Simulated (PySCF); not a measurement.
HNSi, SMILES N#[SiH].

Coordinates come from a B3LYP-D3(BJ)/def2-TZVPD optimisation.

Two levels are set side by side: TDDFT-PBE/def2-TZVPD (PySCF) and EOM-CCSD/aug-cc-pVDZ (PySCF). Vertical, same geometry; the bases differ. Differences are taken from unrounded values.

| quantity | EOM-CCSD | TDDFT-PBE | TDDFT-PBE minus EOM-CCSD |
|---|---|---|---|
| lowest singlet excitation (eV) | 4.30 | 3.91 | -0.38 |
| lowest triplet excitation (TDA for PBE) (eV) | 2.76 | 2.76 | 0.00 |

A lower first singlet is the usual sign of a functional without exact exchange. Differences between two approximate levels are no errors against the true value.

Rough cost on one machine, each run with all the roots and properties that it gave: EOM-CCSD against TDDFT-PBE about 3 times.
